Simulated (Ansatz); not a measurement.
[AlF4]- (AlF4⁻). The state is a singlet with charge -1. Geometry r2SCAN-D4/def2-SVPD.

```xyz
5

Al    0.000    0.000    0.000
F     1.308   -0.918    0.615
F    -1.407   -0.975   -0.052
F     0.377    0.543   -1.580
F    -0.278    1.350    1.017
```

B3LYP takes the VWN-RPA correlation.

Task: Estimate the orbital energies around the gap (eV) in Ansatz with HF/def2-TZVPD, PBE-D4/def2-TZVPD, r2SCAN-D4/def2-TZVPD, B3LYP-D4/6-31G, ωB97X-V/def2-TZVPD.

Result: 
```csv
orbital,HF/def2-TZVPD,PBE-D4/def2-TZVPD,r2SCAN-D4/def2-TZVPD,B3LYP-D4/6-31G,ωB97X-V/def2-TZVPD
HOMO−13,-36.13,-22.67,-24.28,-25.01,-28.87
HOMO−12,-36.13,-22.67,-24.28,-25.01,-28.87
HOMO−11,-13.90,-6.31,-6.71,-7.51,-11.14
HOMO−10,-12.56,-5.05,-5.49,-6.09,-9.79
HOMO−9,-12.56,-5.05,-5.49,-6.09,-9.79
HOMO−8,-12.56,-5.05,-5.49,-6.09,-9.79
HOMO−7,-11.73,-4.17,-4.61,-4.98,-8.91
HOMO−6,-11.73,-4.17,-4.61,-4.98,-8.91
HOMO−5,-11.46,-4.05,-4.48,-4.98,-8.69
HOMO−4,-11.46,-4.05,-4.48,-4.91,-8.69
HOMO−3,-11.46,-4.05,-4.48,-4.91,-8.69
HOMO−2,-10.89,-3.43,-3.88,-4.38,-8.05
HOMO−1,-10.89,-3.43,-3.88,-4.38,-8.05
HOMO,-10.89,-3.43,-3.88,-4.38,-8.05
LUMO,5.16,3.38,3.97,5.34,5.06
LUMO+1,6.60,4.84,5.49,7.04,6.54
LUMO+2,6.60,4.84,5.49,7.04,6.54
LUMO+3,6.60,4.84,5.49,7.04,6.54
LUMO+4,6.64,5.53,5.99,11.64,6.68
LUMO+5,6.64,5.53,5.99,13.24,6.68
```
